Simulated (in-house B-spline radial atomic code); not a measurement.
A run on an ion of nuclear charge 69 with 69.6 electrons that did not converge. Method: scalar-relativistic (X2C) LDA exchange-only, spin-polarised, spherical fractional occupations, Fermi nucleus of rms radius 5.2256 fm; computed with an all-electron radial atomic-structure program (B-spline basis).

Command:
```bash
python run_scf.py task.json out
```
Settings (nuclear radius in fm, mass in u):
```
Z                69
configuration    [Xe] 4f13.6 6s2
hamiltonian      x2c
method           lda,
spin_polarised   True
nucleus          fermi
rms_radius       5.2256
atomic_mass      168.93422
speed_of_light   137.035999084
```

First and last ten iterations of the last attempt (damped for 15 steps, keeping 80 % of the old Fock matrix, then DIIS):
```
 iter        energy (Eh)    residual
    1      -13549.366976    3.41e-01
    2      -13434.826541    1.01e+00
    3      -13543.255233    4.85e-01
    4      -13549.292012    1.85e-01
    5      -13550.787779    5.92e-02
    6      -13551.001692    4.12e-02
    7      -13551.054464    3.01e-02
    8      -13551.085515    2.13e-02
    9      -13551.105450    1.43e-02
   10      -13454.183797    8.66e-01
  111      -13550.845269    7.00e-02
  112      -13446.288345    8.94e-01
  113      -13452.850913    8.75e-01
  114      -13453.423885    8.68e-01
  115      -13453.377518    8.65e-01
  116      -13453.174307    8.67e-01
  117      -13453.332119    8.62e-01
  118      -13453.723562    8.59e-01
  119      -13452.683134    8.71e-01
  120      -13452.635710    8.73e-01
 not converged after 120 iterations
```

The smallest residual met was 1.4e-02; the threshold is about 7e-07. No energy from this run should be used. The likely cause: this method binds the added charge weakly or not at all at the basis-set limit, so charge moves back and forth between the atom and the box. Time taken, with all properties: 2.5 s on 1 thread of Arm Neoverse V2, with other jobs on the host.
